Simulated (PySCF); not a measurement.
Static response to an electric field

CdF₂ (singlet state).
Geometry (PBE0-D3(BJ)/def2-SVP, Å), atoms numbered from 1 in this order:
```
atom  x, y, z in Å
Cd1   -0.0043   -0.0025    0.0000
F2    -0.0101   -0.0137    1.9172
F3     0.0143    0.0162   -1.9171
```

Level: CAM-B3LYP/def2-SVPD (PySCF), static field, nuclei fixed, core orbitals frozen in the response. The polarisability tensor in these axes (au):

```
x   20.53  0.00 -0.09
y    0.00 20.53 -0.10
z   -0.09 -0.10 33.92
```

Q: What are the eigenvalues, a third of the trace, and Δα (Δα² = ½Σ(αi − αj)² over the three pairs)?

A: Principal values 20.53, 20.53 and 33.92 au; mean 24.99 au = 3.70 Å³ = 4.12 × 10⁻⁴⁰ C²·m²/J; Δα = 13.39 au (54 % of the mean).

Q: What is the dipole moment?

A: 0.04 D; point group D∞h allows none, and the residue is numerical.

Q: Molar refractivity from α?

A: Lorentz–Lorenz: R = (4π/3)N_A α = 2.5225 cm³/(mol·Å³) × 3.70 Å³ = 9.3 cm³/mol, in the limit of long wavelengths.

Q: Find the Langevin capture rate constant for H3O+ (19.018 u) meeting this molecule (151.900 u), k = 2.342 × 10⁻⁹ cm³/s × √(α in Å³ / reduced mass in u).

A: The reduced mass is 16.90 u, so k = 1.10 × 10⁻⁹ cm³/s.

Q: In TDDFT the mean static polarisability is Σ f/ω² over all singlet excitations (ω in hartree). How much of it do the 10 lowest give? Their energies (eV) and oscillator strengths: 6.13, 0.0000; 6.13, 0.0000; 6.83, 0.0346; 6.83, 0.0346; 7.51, 0.0000; 7.84, 0.1456; 8.42, 0.0000; 8.46, 0.0000; 8.46, 0.0000; 9.06, 0.0000.

A: They add up to 2.86 au, 11.4 % of the 24.99 au; the largest single term is 1.75 au, from the state at 7.84 eV. Terms in order: 0.00, 0.00, 0.55, 0.55, 0.00, 1.75, 0.00, 0.00, 0.00, 0.00 au. Higher excitations give the rest. The strengths listed sum to 0.215.

Isolated species at its PBE0-D3(BJ)/def2-SVP geometry, gas phase. Atoms past krypton carry effective core potentials; spin–orbit coupling is left out.
